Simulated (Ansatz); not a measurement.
System: CH₅OSi, charge 0, doublet. CH5OSi (SMILES [CH2]O[SiH3], doublet).
B3LYP-D3(BJ)/def2-TZVP minimum from Ansatz (an electronic-structure program):
```xyz
8

Si     0.9854    -0.1638     0.1729
O     -0.4835     0.0664    -0.5694
C     -1.6477     0.3267     0.0772
H      1.8988    -0.6374    -0.8827
H      1.4729     1.1052     0.7595
H      0.8488    -1.1727     1.2506
H     -2.4991     0.5079    -0.5608
H     -1.7624    -0.0010     1.1038
```
Charge 0, spin multiplicity 2.

Total energies in cc-pV(D+d)Z, 19 correlated electrons, 7 frozen orbitals. Radicals and triplets start from unrestricted determinants; spin-orbit coupling is neglected. Cores are frozen in correlated methods. No relativity.

| method | program | energy (Eh) | minus CCSDT(Q) (mEh) |
|---|---|---|---|
| HF | Ansatz | -404.55850 | 458.08 |
| MP2 | Ansatz | -404.96209 | 54.48 |
| CCSD | Ansatz | -405.00438 | 12.20 |
| CCSD(T) | Ansatz | -405.01479 | 1.78 |
| CCSDT(Q) | Ansatz | -405.01657 | 0.00 |

Rough core times of Ansatz's runs on a shared machine: CCSD(T) under 20 s, CCSDT(Q) 60 min.
